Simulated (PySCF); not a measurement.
PySCF 2.14 output of an unrestricted B3LYP calculation on a single atom or ion in aug-cc-pVDZ-DK (5s4p2d, 27 functions), with the spin-free X2C one-electron Hamiltonian (Gaussian nucleus):

```
SCF conv_tol = 1e-09
number electrons alpha = 5  beta = 5
    P. J. Stephens, F. J. Devlin, C. F. Chabalowski, and M. J. Frisch.,  J. Phys. Chem. 98, 11623 (1994)
cycle= 1 E= -240.839151943544  delta_E= -0.00114  |g|= 0.00772  |ddm|=  0.1
cycle= 2 E= -240.839167515071  delta_E= -1.56e-05  |g|= 0.000979  |ddm|= 0.0126
cycle= 3 E= -240.839167764206  delta_E= -2.49e-07  |g|= 4.64e-06  |ddm|= 0.0014
cycle= 4 E= -240.839167764211  delta_E= -4.83e-12  |g|= 1.73e-07  |ddm|= 8.43e-06
converged SCF energy = -240.839167764211  <S^2> = -3.5527137e-15  2S+1 = 1
```

The run itself started from symmetry-adapted Hartree-Fock orbitals and held the occupation by maximum overlap, on a logarithmic radial grid, so the iterations belong to that start.

Question: Which element, charge and spin multiplicity is this?

Answer: Al³⁺ (aluminium, charge +3), multiplicity 1; the state was [Ne], closed-shell 1S.
